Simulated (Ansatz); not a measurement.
Input file for Ansatz (an electronic-structure program): R-B3LYP/def2-TZVPP on C4H4N2 (SMILES N#CCCC#N), a point of a torsion scan.

Ansatz 0.2 input:
```yaml
crystal:
  periodic: [false, false, false]
  atoms:
    - {symbol: N, position_ang: [-2.28779957, -0.00131308, 1.26865820]}
    - {symbol: C, position_ang: [-1.50364524, 0.25730331, 0.47941838]}
    - {symbol: C, position_ang: [-0.49862521, 0.55258516, -0.51114088]}
    - {symbol: C, position_ang: [0.69148106, -0.41776775, -0.37180207]}
    - {symbol: C, position_ang: [1.45805136, -0.44805816, -1.59243949]}
    - {symbol: N, position_ang: [2.04459409, -0.45941198, -2.57248011]}
    - {symbol: H, position_ang: [-0.95745828, 0.44297532, -1.49955651]}
    - {symbol: H, position_ang: [-0.16991585, 1.58887408, -0.39821386]}
    - {symbol: H, position_ang: [1.33922984, -0.12125028, 0.45716799]}
    - {symbol: H, position_ang: [0.32689456, -1.43210458, -0.17775956]}
basis:
  gaussian:
    orbitals: def2-TZVPP
hamiltonian:
  xc: {name: B3LYP}
scf: {lower_state_search: off}
```

The log:

```
WARN ansatz: RAYON_NUM_THREADS=6 ignored (pool sized by the plan → 6); use --threads N
Functional definition: B3LYP
these checks for a lower state are left out or cut short: stability, starts, cluster_reference, orbital_swaps, neighbouring_geometries, increment
integrals: 0.15 GiB planned
1266 factors; their error is unknown
mean field: 1.49 GiB planned
mean field evaluation 1: about -7185.1574 eV, gradient 6.9e1 eV
mean field evaluation 2: about -7177.1831 eV, gradient 9.0e1 eV
mean field evaluation 4: about -7194.8287 eV, gradient 3.5e0 eV
mean field evaluation 8: about -7194.8537 eV, gradient 2.3e-1 eV
mean field evaluation 16: about -7194.8506 eV, gradient 3.6e-4 eV
mean field -7194.85059714 eV, -264.4058826002 hartree, gradient 4.6e-6 eV, S^2 0.000000; 0 other end points of the search recorded, 0 dependent functions left out
reference -7194.85083796 eV, -264.4058914499 hartree; 21, 21 occupied and 221, 221 virtual orbitals, 1266 factors
Total energy: -7194.85083796 eV, -264.4058914499 hartree
Checks for a lower state left out: stability, starts, cluster_reference, orbital_swaps, neighbouring_geometries, increment
```

The run converged.

Cost: about 5 core-seconds (a rough figure).
